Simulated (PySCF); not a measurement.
Be(NH2)(SiH3), SMILES [SiH3][Be][NH2] (H5BeNSi) (PBE0/def2-SVP optimised geometry):

```
8

Be     0.341     0.318     0.000
N      1.843     0.318     0.000
H      2.435     1.096     0.276
H      2.434    -0.461    -0.276
Si    -1.831     0.291     0.006
H     -2.410     0.824     1.285
H     -2.370    -1.102    -0.149
H     -2.435     1.102    -1.103
```

Calculation: PBE0/def2-TZVP in PySCF 2.14.0.

**Question.** What are the frontier orbital energies and the dipole moment?

**Answer.** HOMO-2 -9.30 eV, HOMO-1 -7.78 eV, HOMO -7.54 eV, LUMO -0.73 eV, LUMO+1 -0.16 eV; dipole moment 2.32 D.

On the same geometry PBE/def2-TZVP run with PySCF gives HOMO-2 -7.97 eV, HOMO-1 -6.64 eV, HOMO -6.18 eV, LUMO -1.54 eV, LUMO+1 -0.95 eV; dipole moment 2.38 D.

Meta-Löwdin charges at PBE0/def2-TZVP: Be1 1.12, N2 -1.14, H3 0.24, H4 0.24, Si5 -0.25, H6 -0.07, H7 -0.07, H8 -0.07.
